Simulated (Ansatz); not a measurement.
Calculated with Ansatz (gas phase, PBE0-D4/def2-TZVP geometries, no zero-point term in ΔE). CCSD(T)/CBS is the MP2 limit (def2-TZVPP, def2-QZVPP) plus CCSD(T) − MP2 in def2-TZVPP, frozen cores. def2 core potentials past Kr. For Sn outer-core shells are correlated without core-valence functions, which leaves a few kJ/mol of doubt a bond. Each species was taken in one conformer, which may not be the lowest.

Reaction (redistribution): `C[SiH](C)[SnH3]` + `F[SiH2]O[SiH2]Cl` → `Cl[SiH2][O][SnH3]` + `C[SiH](C)[SiH2]F`

```tsv
level	ΔE (kJ/mol)
MP2/def2-TZVPP	129.4
MP2/def2-QZVPP	128.8
```

Problem. What does CCSD(T)/CBS give? (Best estimate.)

Solution. The calculation gave: +121.6 kJ/mol. The listed levels differ from it by 7.8, 7.2 kJ/mol.

Largest T1 diagnostic among the species: 0.012.

From PBE to PBE0 (25 % exact exchange), in def2-TZVPP and without D4, ΔE moves by +7.9 kJ/mol.
